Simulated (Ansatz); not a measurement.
`C[CH](C)[GeH]` at its PBE0-D4/def2-TZVP geometry, where that method's forces vanish. Charge 0, multiplicity 1.

```
atom    x (Å)    y (Å)    z (Å)
  C1  -0.2499  -0.6823  -1.1237
  C2  -0.5758   0.0835   0.1474
  C3   0.4916  -0.1224   1.2205
 Ge4  -0.6916   2.0705  -0.0869
  H5  -1.0036  -0.5359  -1.9031
  H6   0.7142  -0.3659  -1.5323
  H7  -0.1920  -1.7610  -0.9319
  H8  -1.5397  -0.2560   0.5424
  H9   0.5556  -1.1782   1.5094
 H10   1.4794   0.1761   0.8556
 H11   0.2882   0.4412   2.1386
 H12   0.7235   2.1304  -0.8359
```

Q: For each bond, give half the difference of the two atoms' forces along it (eV/Å; positive pushes the atoms apart) under PBE-D4, r2SCAN-D4, B3LYP-D4, ωB97M-V in def2-TZVPP. (An estimate is asked.)

A: The calculation gave: 
```
   bond  length (Å)  PBE-D4  r2SCAN-D4  B3LYP-D4  ωB97M-V
  C1–C2       1.519   -0.03       0.09      0.15     0.19
  C1–H5       1.094    0.09      -0.03     -0.07    -0.07
  C1–H6       1.094    0.11      -0.04     -0.07    -0.07
  C1–H7       1.097    0.12      -0.02     -0.07    -0.10
  C2–C3       1.528    0.01       0.12      0.16     0.18
 C2–Ge4       2.004    0.17      -0.01      0.16    -0.12
  C2–H8       1.096    0.10      -0.05     -0.14    -0.12
  C3–H9       1.096    0.14      -0.01     -0.08    -0.11
 C3–H10       1.094    0.10      -0.05     -0.07    -0.06
 C3–H11       1.096    0.09      -0.04     -0.07    -0.06
Ge4–H12       1.602    0.21      -0.03      0.05    -0.09
```

B3LYP here is the variant with VWN-RPA as its local correlation; programs differ in this.

Results of the Gaussian-basis code of Ansatz.
